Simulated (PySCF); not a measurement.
Cl4Te (SMILES Cl[Te](Cl)(Cl)Cl), singlet, geometry from GFN2-xTB (core potentials on Te), with bond 4-1 at 1.6 times its length; DF-M062X/def2-TZVP run with PySCF.

The PySCF input:
```python
from pyscf import gto, scf, dft

mol = gto.M(
    atom='''
Te   -0.005348    0.012234    0.483277
Cl    1.165969   -1.490760   -0.826448
Cl    1.904219    1.503369    0.120414
Cl   -1.831304    2.306882   -1.772192
Cl   -1.907258   -1.496418    0.154168
''',
    basis='def2-tzvp',
    ecp={'Te': 'def2-tzvp'},
    charge=0,
    spin=0,
    verbose=4,
)

mf = dft.RKS(mol)
mf.xc = 'm062x'
mf.conv_tol = 1e-12
mf = mf.density_fit(auxbasis='def2-universal-jkfit')
mf.kernel()
mf.analyze()
```

Question: What does PySCF print? Leave out banner, timings and long lists.

Answer: 
```
PySCF version 2.14.0

[INPUT] verbose = 4
[INPUT] num. atoms = 5
[INPUT] num. electrons = 92
[INPUT] charge = 0
[INPUT] spin (= nelec alpha-beta = 2S) = 0
[INPUT] symmetry False subgroup None
[INPUT] Mole.unit = angstrom
[INPUT] Symbol           X                Y                Z      unit          X                Y                Z       unit  Magmom
[...]
nuclear repulsion = 557.096886977894
number of shells = 68
number of NR pGTOs = 344
number of NR cGTOs = 198
basis = def2-tzvp
ecp = {'Te': 'def2-tzvp'}

******** <class 'pyscf.df.df_jk.DFRKS'> ********
method = DFRKS
initial guess = minao
damping factor = 0
level_shift factor = 0
DIIS = <class 'pyscf.scf.diis.CDIIS'>
diis_start_cycle = 1
diis_space = 8
diis_damp = 0
SCF conv_tol = 1e-12
SCF conv_tol_grad = None
SCF max_cycles = 50
direct_scf = False
XC library pyscf.dft.libxc version 7.1.2
    S. Lehtola, C. Steigemann, M. J. T. Oliveira, and M. A. L. Marques,  SoftwareX 7, 1–5 (2018)
XC functionals = m062x
    Y. Zhao and D. G. Truhlar,  Theor. Chem. Acc. 120, 215 (2008)
    Y. Zhao and D. G. Truhlar,  Theor. Chem. Acc. 120, 215 (2008)
radial grids:
    Treutler-Ahlrichs [JCP 102, 346 (1995); DOI:10.1063/1.469408] (M4) radial grids

becke partition: Becke, JCP 88, 2547 (1988); DOI:10.1063/1.454033
pruning grids: <function nwchem_prune>
grids dens level: 3
symmetrized grids: False
atomic radii adjust function: <function treutler_atomic_radii_adjust>
small_rho_cutoff = 0
Set gradient conv threshold to 1e-06
Initial guess from minao.
tot grids = 97480
******** <class 'pyscf.df.df.DF'> ********
auxbasis = def2-universal-jkfit
init E= -2066.96002519484
[...]
cycle= 1 E= -2103.82913541662  delta_E= -36.9  |g|= 3.62  |ddm|= 27.9
[...]
cycle= 2 E= -2018.86407119946  delta_E=   85  |g|= 15.3  |ddm|=   18
[...]
cycle= 3 E= -2106.3673599572  delta_E= -87.5  |g|= 3.05  |ddm|= 15.2
[...]
cycle= 4 E= -2108.29812640707  delta_E= -1.93  |g|= 0.964  |ddm|= 3.92
[...]
cycle= 5 E= -2108.54712556255  delta_E= -0.249  |g|= 0.572  |ddm|= 1.38
[...]
cycle= 6 E= -2108.53352141301  delta_E= 0.0136  |g|= 0.584  |ddm|= 1.51
[...]
cycle= 7 E= -2108.66710326692  delta_E= -0.134  |g|= 0.102  |ddm|= 0.935
[...]
cycle= 8 E= -2108.67400268405  delta_E= -0.0069  |g|= 0.0481  |ddm|= 0.26
[...]
cycle= 9 E= -2108.67481363949  delta_E= -0.000811  |g|= 0.0208  |ddm|= 0.0706
[...]
cycle= 10 E= -2108.67501688987  delta_E= -0.000203  |g|= 0.00882  |ddm|= 0.0461
[...]
cycle= 11 E= -2108.67506032364  delta_E= -4.34e-05  |g|= 0.0021  |ddm|= 0.0193
[...]
cycle= 12 E= -2108.67506852102  delta_E= -8.2e-06  |g|= 0.00153  |ddm|= 0.0114
[...]
cycle= 13 E= -2108.67507072597  delta_E= -2.2e-06  |g|= 0.000811  |ddm|= 0.00525
[...]
cycle= 14 E= -2108.67507124046  delta_E= -5.14e-07  |g|= 0.000295  |ddm|= 0.00286
[...]
cycle= 15 E= -2108.67507135781  delta_E= -1.17e-07  |g|= 0.000126  |ddm|= 0.00107
[...]
cycle= 16 E= -2108.67507139657  delta_E= -3.88e-08  |g|= 9.91e-05  |ddm|= 0.000541
[...]
cycle= 17 E= -2108.67507144106  delta_E= -4.45e-08  |g|= 5.8e-05  |ddm|= 0.000816
[...]
cycle= 18 E= -2108.67507146477  delta_E= -2.37e-08  |g|= 2.97e-05  |ddm|= 0.000777
[...]
cycle= 19 E= -2108.67507147074  delta_E= -5.98e-09  |g|= 1.92e-05  |ddm|= 0.000466
[...]
cycle= 20 E= -2108.67507147149  delta_E= -7.5e-10  |g|= 1.1e-05  |ddm|= 0.000157
[...]
cycle= 21 E= -2108.6750714716  delta_E= -1.05e-10  |g|= 2.76e-06  |ddm|= 5.7e-05
[...]
cycle= 22 E= -2108.6750714716  delta_E= -6.37e-12  |g|= 1.23e-06  |ddm|= 1e-05
[...]
cycle= 23 E= -2108.6750714716  delta_E= 4.55e-13  |g|= 7.9e-07  |ddm|= 4.2e-06
[...]
Extra cycle  E= -2108.6750714716  delta_E= 5.91e-12  |g|= 1.29e-06  |ddm|= 2.7e-06
converged SCF energy = -2108.6750714716
**** SCF Summaries ****
Total Energy =                       -2108.675071471598585
Nuclear Repulsion Energy =             557.096886977893860
One-electron Energy =                -4118.475563838874223
Two-electron Energy =                 1452.703605389381437
Two-electron Coulomb Energy =         1586.290572063948275
DFT Exchange-Correlation Energy =     -133.586966674566924
HOMO-LUMO gap [eV] =                     3.251174855366026
**** MO energy ****
[...]
Dipole moment(X, Y, Z, Debye):  2.43633, -3.05282,  3.86245
```
